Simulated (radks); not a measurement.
Question: Co3+, configuration [Ar] 3d5 5d1 (not the ground configuration). Method: non-relativistic Kohn-Sham, PBE, spin-polarised, spherical densities, point nucleus; open shells are filled with parallel spins first; computed with a radial shooting solver on a logarithmic mesh with Libxc functionals. Some entries of the table are withheld. Estimate them.

orbital,occ.,eigenvalue (eV),<r^2> (bohr^2),<r> (bohr)
1s down,1,-7571.667,0.004342,0.05691
1s up,1,-7571.653,0.004342,0.05691
2s up,1,-941.0928,0.07909,0.2590
2s down,1,-937.8153,0.07871,0.2584
2p up,3,-824.2293,0.06297,0.2265
2p down,3,-821.7970,0.06258,0.2259
3s up,1,-156.6145,0.6772,0.7675
3s down,1,-149.9710,0.6857,0.7720
3p up,3,-121.3521,0.7360,0.7931
3p down,3,-114.8006,0.7504,0.8002
3d up,5,-62.8785,(1),(2)
3d down,0,-56.4812,(3),(4)
5d up,1,-11.3631,38.05,5.808

Answer: 
(1) 3d up <r^2> (bohr^2): 0.9328
(2) 3d up <r> (bohr): 0.8688
(3) 3d down <r^2> (bohr^2): 0.9985
(4) 3d down <r> (bohr): 0.8956
